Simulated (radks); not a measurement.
Results of a calculation; reference values are marked as such.
Q: Coulomb parameter of the 3d shell of neutral chromium in the model configuration [Ar] 3d5 4s1, as a second difference U = [E(n + 0.25) + E(n - 0.25) - 2 E(n)] / (0.25)^2 with all orbitals relaxed. "Bare": the charge of the atom changes with n. "Screened": the 4s shell takes up the change at fixed total charge, which measures U(3d,3d) + U(4s,4s) - 2 U(3d,4s). Level of theory: Dirac Kohn-Sham, PBEsol, spin-unpolarised, spherical densities, point nucleus; open shells are shared between the two j in proportion to 2j + 1 (a radial shooting solver on a logarithmic mesh with Libxc functionals). Estimate both.

A: U(bare) = 8.502 eV, U(screened by 4s) = 1.613 eV. The step up makes a negative ion, whose loosely bound charge lowers the bare value.
